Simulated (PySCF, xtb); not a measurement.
CH₃FO₃Si, SMILES O=CO[Si@@H](O)F.

GFN2-xTB run with xtb at its own geometry gives an orbital gap of 4.85 eV and a dipole moment of 1.60 D.

Geometry optimised at ωB97X-D3(BJ)/def2-SVP. The structure was generated by enumeration; whether it is a known compound was not checked. Other conformers were not sampled.

What does PBE/def2-TZVP in PySCF give? (The exact figures need the calculation; the answer reports its results.)

gap 5.30 eV (levels -7.26 and -1.97 eV), dipole 1.78 D.
